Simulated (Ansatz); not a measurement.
A nudged elastic band was laid between two geometries of F₃HSi (5 atoms, charge 0, multiplicity 1).

The calculation used Ansatz, RKS PBE0-D4/def2-SVP.

* movable images: 7
* climbing image: yes
* spring: 5.0 eV/Å²
* optimiser: quadratic models (default)
* start path: through a guess of the saddle point
* force threshold: 0.03 eV/Å
* iteration limit: 60
* end points: relaxed

Image 0:

```xyz
5
Properties=species:S:1:pos:R:3
Si 0.222 0.000 0.208
H 0.167 0.000 1.672
F 1.736 0.000 -0.305
F -0.502 1.293 -0.391
F -0.502 -1.293 -0.391
```

Image 8:

```xyz
5
Properties=species:S:1:pos:R:3
Si -0.855 0.000 0.147
H 1.560 0.000 1.634
F 1.468 0.000 0.711
F -0.526 1.249 -0.850
F -0.526 -1.249 -0.850
```

Q: Which bonds break or form, and what moves?

A: Bonds broken: Si1–H2, Si1–F3. Bonds formed: H2–F3. F3HSi becomes F2Si + FH.

Q: Give the energies along the band, and the barrier.

A: The forces met the threshold. The highest image is number 5 of 0 to 8, 3.59 eV above the first end and 0.82 eV above the last; the last end lies 2.77 eV above the first. Neighbouring images differ by up to 1.3 eV, so the band resolves the path poorly. A vibrational analysis at the climbing image gives one clearly imaginary mode, 1301i cm⁻¹: a first-order saddle point. The orbitals stay closed-shell, which can raise the energy where a bond breaks towards radicals; this wasn't checked here.

```json
{"image": "0", "path coordinate (Å)": "0.00", "energy (eV)": "0.00", "Si1–H2 (Å)": "1.47", "Si1–F3 (Å)": "1.60", "H2–F3 (Å)": "2.52"}
{"image": "1", "path coordinate (Å)": "0.26", "energy (eV)": "0.15", "Si1–H2 (Å)": "1.46", "Si1–F3 (Å)": "1.60", "H2–F3 (Å)": "2.30"}
{"image": "2", "path coordinate (Å)": "0.52", "energy (eV)": "0.70", "Si1–H2 (Å)": "1.47", "Si1–F3 (Å)": "1.60", "H2–F3 (Å)": "2.02"}
{"image": "3", "path coordinate (Å)": "0.79", "energy (eV)": "1.71", "Si1–H2 (Å)": "1.48", "Si1–F3 (Å)": "1.64", "H2–F3 (Å)": "1.74"}
{"image": "4", "path coordinate (Å)": "1.05", "energy (eV)": "2.97", "Si1–H2 (Å)": "1.53", "Si1–F3 (Å)": "1.74", "H2–F3 (Å)": "1.46"}
{"image": "5", "path coordinate (Å)": "1.31", "energy (eV)": "3.59", "Si1–H2 (Å)": "1.64", "Si1–F3 (Å)": "1.88", "H2–F3 (Å)": "1.20"}
{"image": "6", "path coordinate (Å)": "1.65", "energy (eV)": "3.07", "Si1–H2 (Å)": "1.97", "Si1–F3 (Å)": "2.14", "H2–F3 (Å)": "0.96"}
{"image": "7", "path coordinate (Å)": "1.99", "energy (eV)": "2.82", "Si1–H2 (Å)": "2.41", "Si1–F3 (Å)": "2.30", "H2–F3 (Å)": "0.93"}
{"image": "8", "path coordinate (Å)": "2.34", "energy (eV)": "2.77", "Si1–H2 (Å)": "2.84", "Si1–F3 (Å)": "2.39", "H2–F3 (Å)": "0.93"}
```

Q: What is the geometry of the highest image?

A: 
```xyz
5
Properties=species:S:1:pos:R:3
Si -0.286 0.000 0.310
H 0.950 0.000 1.387
F 1.597 0.000 0.381
F -0.570 1.270 -0.643
F -0.570 -1.270 -0.643
```

The run took 79 s on 1 thread of Intel(R) Xeon(R) Platinum 8488C (Sapphire Rapids), with other jobs on the host, peak memory 0.13 GiB.
